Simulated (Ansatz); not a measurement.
One geometry of TeO₂F₂, several levels of theory.

```yaml
crystal:
  periodic: [false, false, false]
  atoms:
    - {symbol: Te, position_ang: [0.187452, -0.000688, 0.130915]}
    - {symbol: O, position_ang: [-0.137006, -0.019926, 1.906559]}
    - {symbol: O, position_ang: [1.743010, 0.014326, -0.784817]}
    - {symbol: F, position_ang: [-0.901696, 1.383560, -0.612238]}
    - {symbol: F, position_ang: [-0.891759, -1.377272, -0.640429]}
basis:
  gaussian: {orbitals: def2-SVP, initial_orbitals: start.molden}
hamiltonian: {xc: pbe0, dispersion: d4}
scf: {omitted_lower_state_checks: [starts]}
output: {orbitals: {seedname: orbitals}}
```

The file start.molden holds the orbitals of an earlier run on this structure, at another level or in another basis.

```sh
$ ansatz run in.yaml --threads 4 --pin off --events-out ev --progress --plain --max-ram 3916MiB
```

Shortened log:

```
Functional definition: PBE0
  name "PBE0"
  cite "Adamo & Barone, J. Chem. Phys. 110, 6158 (1999) doi:10.1063/1.478522"
  cite "Perdew, Burke & Ernzerhof, Phys. Rev. Lett. 77, 3865 (1996) doi:10.1103/PhysRevLett.77.3865"
  parent pbe
  parameter a = 0.25
  parameter kappa = 0.804
  parameter beta = 0.06672455060314922
  exchange = (1 - a)*pbe_x(kappa = kappa, mu = beta*pi^2/3) + a*exact_x
  correlation = pbe_c(beta = beta)
these checks for a lower state are left out or cut short: starts
837 factors; integrals over basis functions are off by at most 2.0e-4 eV
mean field evaluation 1: about -16799.0765 eV, gradient 3.0e1 eV
mean field evaluation 2: about -16799.6489 eV, gradient 5.6e-1 eV
mean field evaluation 4: about -16799.7956 eV, gradient 1.5e-3 eV
mean field -16799.79563511 eV, -617.3811022798 hartree, gradient 1.9e-5 eV, S^2 0.000000; 0 other end points of the search recorded, 0 dependent functions left out
reference -16799.79565160 eV, -617.3811028858 hartree; 29, 29 occupied and 53, 53 virtual orbitals, 837 factors
Total energy: -16799.89371333 eV, -617.3847065881 hartree
Checks for a lower state left out: starts
```

Hardware: 4 threads of Arm Neoverse V2 on a shared host. Wall time 0.85 s.

As the first input, with `gaussian: {orbitals: def2-TZVPD, initial_orbitals: start.molden}`, `hamiltonian: {xc: pbe, dispersion: d4}` (abridged; 2.2 s):

```
Functional definition: PBE
mean field -16814.25365290 eV, -617.9124246337 hartree, gradient 2.6e-5 eV, S^2 0.000000
Total energy: -16814.37073911 eV, -617.9167274723 hartree
Checks for a lower state left out: starts
```

First input, but with `gaussian: {orbitals: def2-TZVP, initial_orbitals: start.molden}` (abridged; 1.9 s):

```
Functional definition: PBE0
mean field -16813.39383794 eV, -617.8808270166 hartree, gradient 2.2e-5 eV, S^2 0.000000
Total energy: -16813.49192160 eV, -617.8844315246 hartree
Checks for a lower state left out: starts
```

As the first input, with `gaussian: {orbitals: def2-TZVP, initial_orbitals: start.molden}`, `hamiltonian: {xc: {name: B97M-V}}` (abridged; 4.5 s):

```
Functional definition: B97M-V
mean field -16819.80419101 eV, -618.1164031467 hartree, gradient 2.2e-5 eV, S^2 0.000000
Total energy: -16819.80423704 eV, -618.1164048386 hartree
Checks for a lower state left out: starts
```

Geometry: B3LYP-D4/def2-SVP.

In the def2 sets Te takes a core potential; there is no spin–orbit coupling.
